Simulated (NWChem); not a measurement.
System: WN₃H₅O; SMILES [W](=[NH])([NH2])([OH])=[NH]

Excerpt of the output:

```
             Northwest Computational Chemistry Package (NWChem) 7.3.0
             --------------------------------------------------------

 C1  symmetry detected

                             Geometry "geometry" -> ""
                             -------------------------

 Output coordinates in angstroms (scale by  1.889725989 to convert to a.u.)

  No.       Tag          Charge          X              Y              Z
 ---- ---------------- ---------- -------------- -------------- --------------
    1 W                   74.0000    -0.02283272    -0.01198903     0.00004062
    2 N                    7.0000    -1.00071190     0.05068275    -1.45477403
    3 H                    1.0000    -1.84190092     0.09008025    -2.01946382
    4 N                    7.0000    -1.00307393     0.05463112     1.45304119
    5 H                    1.0000    -1.84437819     0.09477412     2.01748716
    6 O                    8.0000     1.03350217    -1.60229568     0.00279964
    7 H                    1.0000     0.74199226    -2.51772888    -0.00242521
    8 N                    7.0000     1.10639160     1.58133220    -0.00086261
    9 H                    1.0000     1.32262294     2.11730533     0.83392389
   10 H                    1.0000     1.32502762     2.11460034    -0.83675715

 Effective nuclear repulsion energy (a.u.)     781.7503504896

                                 NWChem DFT Module
                                 -----------------

 Summary of "ao basis" -> "ao basis" (spherical)
 ------------------------------------------------------------------------------
       Tag                 Description            Shells   Functions and Types
 ---------------- ------------------------------  ------  ---------------------
 W                          def2-svp                12       32   6s3p2d1f
 N                          def2-svp                 6       14   3s2p1d
 H                          def2-svp                 3        5   2s1p
 O                          def2-svp                 6       14   3s2p1d

            General Information
            -------------------
          SCF calculation type: DFT
          Wavefunction type:  closed shell.
          No. of atoms     :    10
          No. of electrons :    48
           Alpha electrons :    24
            Beta electrons :    24
          Charge           :     0
          Spin multiplicity:     1
          Use of symmetry is: off; symmetry adaption is: off
          Maximum number of iterations: 150
          AO basis - number of functions:   113
                     number of shells:    51
          Convergence on energy requested:  1.00D-06
          Convergence on density requested:  1.00D-05
          Convergence on gradient requested:  5.00D-04

              XC Information
              --------------
                        M06-L Method XC Functional
                         M06-L Exchange Functional  1.000
                       M06-L Correlation Potential  1.000

             Grid Information
             ----------------
          Grid used for XC integration:  xfine
          Radial quadrature: Mura-Knowles
          Angular quadrature: Lebedev.
          Tag              B.-S. Rad. Rad. Pts. Rad. Cut. Ang. Pts.
          ---              ---------- --------- --------- ---------
          W                   1.35      205          10.0      1454
          N                   0.65      100          11.0      1454
          H                   0.35      100          12.0      1202
          O                   0.60      100          11.0      1454
          Grid pruning is: on
          Number of quadrature shells:  1105
          Spatial weights used:  Erf1

      Superposition of Atomic Density Guess
      -------------------------------------

 Sum of atomic energies:        -313.09671017

      Non-variational initial energy
      ------------------------------

 Total energy =    -307.230864
 1-e energy   =    -879.195803
 2-e energy   =     349.888223
 HOMO         =      -0.347939
 LUMO         =      -0.000493

     ---------------------------------------------
      Total Density - Mulliken Population Analysis
     ---------------------------------------------

    Atom       Charge   Shell Charges
 -----------   ------   -------------------------------------------------------
    1 W   14    11.54   0.04 -0.35  1.80  0.54  0.37  0.07  5.49  0.56  0.18  2.25  0.43  0.15
    2 N    7     8.05   1.99  1.09  0.58  2.65  1.75  0.01
    3 H    1     0.76   0.60  0.12  0.04
    4 N    7     8.05   1.99  1.09  0.58  2.65  1.75  0.01
    5 H    1     0.76   0.60  0.12  0.04
    6 O    8     8.86   1.99  1.10  0.67  3.11  1.98  0.00
    7 H    1     0.64   0.52  0.06  0.06
    8 N    7     7.85   1.99  1.03  0.50  2.58  1.74  0.01
    9 H    1     0.74   0.59  0.11  0.04
   10 H    1     0.74   0.59  0.11  0.04

   convergence    iter        energy       DeltaE   RMS-Dens  Diis-err
 ---------------- ----- ----------------- --------- --------- ---------
 d= 0,ls=0.0,diis     1   -309.2137803060 -5.31D+02  3.73D-02  2.67D+00
 d= 0,ls=0.0,diis     2   -305.3971297551  3.82D+00  3.23D-02  3.27D+01
 d= 0,ls=0.0,diis     3   -309.4395413389 -4.04D+00  6.39D-03  7.52D-01
 d= 0,ls=0.0,diis     4   -309.5036212023 -6.41D-02  2.70D-03  2.09D-01
 d= 0,ls=0.0,diis     5   -309.5244851265 -2.09D-02  9.81D-04  1.78D-02
  Resetting Diis
 d= 0,ls=0.0,diis     6   -309.5195777747  4.91D-03  7.23D-04  5.16D-03
 d= 0,ls=0.0,diis     7   -309.5208376163 -1.26D-03  1.86D-03  2.32D-03
 d= 0,ls=0.0,diis     8   -309.5218634164 -1.03D-03  4.42D-04  1.75D-03
 d= 0,ls=0.0,diis     9   -309.5218147522  4.87D-05  3.52D-04  2.24D-03
 d= 0,ls=0.0,diis    10   -309.5219954619 -1.81D-04  1.48D-04  6.40D-04
 d= 0,ls=0.0,diis    11   -309.5220710335 -7.56D-05  3.75D-05  2.90D-05
 d= 0,ls=0.0,diis    12   -309.5220736371 -2.60D-06  1.60D-05  6.92D-06
 d= 0,ls=0.0,diis    13   -309.5220743583 -7.21D-07  1.72D-06  3.38D-08

         Total DFT energy =     -309.522074358322
      One electron energy =     -885.292121825699
           Coulomb energy =      392.481151464077
    Exchange-Corr. energy =      -38.787819074311
 Nuclear repulsion energy =      222.076715077612

 Numeric. integr. density =       48.000000070303

                       DFT Final Molecular Orbital Analysis
                       ------------------------------------

 Vector   22  Occ=2.000000D+00  E=-2.460705D-01
              MO Center= -2.7D-01,  3.6D-01,  3.8D-03, r^2= 3.8D+00
   Bfn.  Coefficient  Atom+Function         Bfn.  Coefficient  Atom+Function
  ----- ------------  ---------------      ----- ------------  ---------------
    93     -0.280158   8 N  px               56      0.272843   4 N  py
    37      0.269746   2 N  py               96      0.259234   8 N  px
    59     -0.215342   4 N  py               40     -0.212937   2 N  py
     8      0.203153   1 W  py               16      0.169654   1 W  d -2
    74     -0.155232   6 O  px               77     -0.145359   6 O  px

 Vector   23  Occ=2.000000D+00  E=-2.246810D-01
              MO Center=  1.5D-01,  6.8D-01,  5.2D-03, r^2= 3.7D+00
   Bfn.  Coefficient  Atom+Function         Bfn.  Coefficient  Atom+Function
  ----- ------------  ---------------      ----- ------------  ---------------
    93      0.321726   8 N  px               96     -0.260305   8 N  px
    94     -0.258628   8 N  py               37      0.241015   2 N  py
    97      0.240952   8 N  py               56      0.237784   4 N  py
    40     -0.195801   2 N  py               59     -0.193052   4 N  py
    92     -0.146050   8 N  s                16      0.139323   1 W  d -2

 Vector   24  Occ=2.000000D+00  E=-2.220578D-01
              MO Center= -5.5D-01, -2.3D-01,  3.9D-04, r^2= 3.5D+00
   Bfn.  Coefficient  Atom+Function         Bfn.  Coefficient  Atom+Function
  ----- ------------  ---------------      ----- ------------  ---------------
    76     -0.261184   6 O  pz               36      0.257489   2 N  px
    55     -0.255778   4 N  px               38     -0.238088   2 N  pz
    57     -0.236271   4 N  pz               39     -0.208857   2 N  px
    58      0.207422   4 N  px               79     -0.207578   6 O  pz
    19     -0.193593   1 W  d  1             41      0.180136   2 N  pz

 Vector   25  Occ=0.000000D+00  E=-3.387364D-02
              MO Center=  3.6D-02,  1.5D-03, -5.6D-04, r^2= 2.6D+00
   Bfn.  Coefficient  Atom+Function         Bfn.  Coefficient  Atom+Function
  ----- ------------  ---------------      ----- ------------  ---------------
    20      0.762319   1 W  d  2             18     -0.290792   1 W  d  0
    96     -0.238804   8 N  px               41     -0.216176   2 N  pz
    60      0.217224   4 N  pz               93      0.208491   8 N  px
    86      0.184956   7 H  s                38      0.167883   2 N  pz
    57     -0.168713   4 N  pz               16     -0.161817   1 W  d -2

 Vector   26  Occ=0.000000D+00  E=-2.775848D-02
              MO Center= -2.4D-01,  1.3D-01, -6.7D-04, r^2= 2.6D+00
   Bfn.  Coefficient  Atom+Function         Bfn.  Coefficient  Atom+Function
  ----- ------------  ---------------      ----- ------------  ---------------
    17      0.794296   1 W  d -1             40      0.295700   2 N  py
    59     -0.296369   4 N  py               37     -0.265987   2 N  py
    56      0.266653   4 N  py              105     -0.221864   9 H  s
   110      0.221717  10 H  s                19     -0.190113   1 W  d  1
    35     -0.125441   2 N  s                54      0.124122   4 N  s

 Vector   27  Occ=0.000000D+00  E= 4.696991D-03
              MO Center= -2.1D-01,  7.8D-03, -4.3D-04, r^2= 4.2D+00
   Bfn.  Coefficient  Atom+Function         Bfn.  Coefficient  Atom+Function
  ----- ------------  ---------------      ----- ------------  ---------------
     6      0.658650   1 W  s                18     -0.658154   1 W  d  0
    92     -0.614238   8 N  s                35      0.408122   2 N  s
    54      0.409631   4 N  s                48     -0.278896   3 H  s
    67     -0.278888   5 H  s                23     -0.252664   1 W  d  0
     5     -0.233092   1 W  s                20     -0.217147   1 W  d  2

     ---------------------------------------------
      Total Density - Mulliken Population Analysis
     ---------------------------------------------

    Atom       Charge   Shell Charges
 -----------   ------   -------------------------------------------------------
    1 W   14    12.83   0.04 -0.36  1.88  0.48  0.35 -0.00  5.63  0.43  0.25  3.45  0.50  0.17
    2 N    7     7.49   1.99  1.03  0.62  2.32  1.52  0.01
    3 H    1     0.85   0.72  0.09  0.05
    4 N    7     7.50   1.99  1.03  0.62  2.33  1.52  0.01
    5 H    1     0.85   0.72  0.09  0.05
    6 O    8     8.51   1.99  1.09  0.70  2.85  1.89  0.01
    7 H    1     0.77   0.67  0.03  0.07
    8 N    7     7.54   1.99  1.00  0.54  2.41  1.60  0.01
    9 H    1     0.83   0.71  0.08  0.05
   10 H    1     0.83   0.71  0.08  0.05

     -------------------------------------------
      Total Density - Lowdin Population Analysis
     -------------------------------------------

    Atom       Charge   Shell Charges
 -----------   ------   -------------------------------------------------------
    1 W   14    13.71   0.00  0.04  1.08  0.79  0.34  0.13  4.98  1.24  0.42  3.15  1.21  0.32
    2 N    7     7.18   1.97  0.80  0.51  2.17  1.71  0.02
    3 H    1     0.92   0.59  0.20  0.13
    4 N    7     7.18   1.97  0.80  0.51  2.17  1.71  0.02
    5 H    1     0.92   0.59  0.20  0.13
    6 O    8     8.20   1.97  0.90  0.61  2.70  2.01  0.01
    7 H    1     0.89   0.55  0.15  0.19
    8 N    7     7.17   1.97  0.73  0.46  2.23  1.76  0.02
    9 H    1     0.91   0.59  0.19  0.13
   10 H    1     0.91   0.59  0.19  0.13

     Multipole analysis of the density
     ---------------------------------

     L   x y z        total         alpha         beta         nuclear
     -   - - -        -----         -----         ----         -------
     0   0 0 0     -0.000000    -24.000000    -24.000000     48.000000

     1   1 0 0     -0.349408     -1.469132     -1.469132      2.588855
     1   0 1 0      0.220852     -0.569254     -0.569254      1.359359
     1   0 0 1     -0.003797      0.000405      0.000405     -0.004606

     2   2 0 0    -33.673035    -91.871743    -91.871743    150.070451
     2   1 1 0      2.699886     -1.610209     -1.610209      5.920304
     2   1 0 1     -0.010441      0.002544      0.002544     -0.015529
     2   0 2 0    -29.462197   -110.068783   -110.068783    190.675370
     2   0 1 1      0.018015     -0.001287     -0.001287      0.020589
     2   0 0 2    -34.460275    -87.112344    -87.112344    139.764412

            General Information
            -------------------
          SCF calculation type: DFT
          Wavefunction type:  closed shell.
          No. of atoms     :    10
          No. of electrons :    48
           Alpha electrons :    24
            Beta electrons :    24
          Charge           :     0
          Spin multiplicity:     1
          Use of symmetry is: off; symmetry adaption is: off
          Maximum number of iterations: 150
          AO basis - number of functions:   113
                     number of shells:    51
          Convergence on energy requested:  1.00D-06
          Convergence on density requested:  1.00D-05
          Convergence on gradient requested:  5.00D-04

              XC Information
              --------------
                        M06-L Method XC Functional
                         M06-L Exchange Functional  1.000
                       M06-L Correlation Potential  1.000

             Grid Information
             ----------------
          Grid used for XC integration:  xfine
          Radial quadrature: Mura-Knowles
          Angular quadrature: Lebedev.
          Tag              B.-S. Rad. Rad. Pts. Rad. Cut. Ang. Pts.
          ---              ---------- --------- --------- ---------
          W                   1.35      205          10.0      1454
          N                   0.65      100          11.0      1454
          H                   0.35      100          12.0      1202
          O                   0.60      100          11.0      1454
          Grid pruning is: on
          Number of quadrature shells:  1105
          Spatial weights used:  Erf1

          Convergence Information
          -----------------------
          Convergence aids based upon iterative change in
          total energy or number of iterations.
          Levelshifting, if invoked, occurs when the
          HOMO/LUMO gap drops below (HL_TOL):  1.00D-02
          DIIS, if invoked, will attempt to extrapolate
          using up to (NFOCK): 10 stored Fock matrices.

[...]

                         DFT ENERGY GRADIENTS

    atom               coordinates                        gradient
                 x          y          z           x          y          z
   1 W      -0.043148  -0.022656   0.000077    0.000225  -0.000104   0.000002
   2 N      -1.891071   0.095777  -2.749124    0.004071  -0.000384   0.008264
   3 H      -3.480688   0.170227  -3.816233    0.000712   0.000075   0.000361
   4 N      -1.895535   0.103238   2.745850    0.004095  -0.000423  -0.008260
   5 H      -3.485369   0.179097   3.812498    0.000698   0.000083  -0.000355
   6 O       1.953036  -3.027900   0.005291   -0.004841   0.006875  -0.000028
   7 H       1.402162  -4.757818  -0.004583   -0.000108  -0.000117   0.000013
   8 N       2.090777   2.988285  -0.001630   -0.003932  -0.003839  -0.000001
   9 H       2.499395   4.001127   1.575888   -0.000460  -0.001081   0.000901
  10 H       2.503939   3.996015  -1.581242   -0.000459  -0.001085  -0.000896
```

Level: M06-L/def2-SVP with def2 effective core potentials on W. The geometry was optimised at PBE0/def2-SVP. Not confirmed as a minimum by frequencies. def2 effective core potentials on W; no spin-orbit coupling.

Problem. Reconstruct the input file.

Solution. One answer among several that fit: the input that was run:
```
start job
memory heap 200 mb stack 900 mb global 1100 mb
geometry units angstroms noautoz
  W      0.064092     0.025129     0.000410
  N     -0.908120     0.168287    -1.452508
  H     -1.744316     0.276745    -2.015570
  N     -0.904609     0.171467     1.455307
  H     -1.738707     0.280309     2.021379
  O      0.986404    -1.646477     0.000866
  H      0.620767    -2.534908    -0.003952
  N      1.320219     1.520441    -0.002399
  H      1.581282     2.036596     0.832060
  H      1.580273     2.034248    -0.838623
end
basis spherical
  * library def2-svp
end
ecp
  W library def2-ecp
end
dft
  xc m06-l
  grid xfine
  iterations 150
  mulliken
end
task dft gradient
```
